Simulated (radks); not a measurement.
Results of a calculation; reference values are marked as such.
All-electron atom: S+ in [Ne] 3s2 3p3. Code: a radial shooting solver on a logarithmic mesh with Libxc functionals. Model: scalar-relativistic Kohn-Sham, BLYP, spin-polarised, spherical densities, finite nucleus; open shells are filled with parallel spins first; Fermi nuclear charge, rms radius 3.2611 fm.

Local quantities along the radius. ELF = 1/(1 + alpha^2) is the electron localisation function; alpha = (tau - tau_W)/tau_unif compares the Pauli kinetic energy density with that of the uniform gas (summed over spins). tau is taken from the large components.

```
   r/bohr * ELF (the largest magnitude, 1, reaches the edge; | marks zero)
 0.003555 |                                                      *
 0.004629 |                                                      *
 0.006027 |                                                      *
 0.007848 |                                                      *
  0.01022 |                                                      *
  0.01331 |                                                      *
  0.01719 |                                                      *
  0.02238 |                                                      *
  0.02914 |                                                      *
  0.03795 |                                                      *
  0.04941 |                                                      *
  0.06383 |                                                     *
  0.08312 |                                                 *
   0.1082 |                                  *
   0.1409 |               *
   0.1835 |             *
   0.2389 |                           *
   0.3087 |                                          *
   0.4019 |                                              *
   0.5233 |                                            *
   0.6815 |                       *
   0.8874 |     *
    1.155 |                      *
    1.493 |                                              *
    1.944 |                                                *
    2.531 |                                          *
    3.295 |                        *
    4.291 |    *
    5.587 *
    7.217 *
```

On this mesh the ELF has minima near r = 0.16, 0.89 bohr, which separate the shells, and maxima near 0.40 (0.86), 1.7 (0.89).
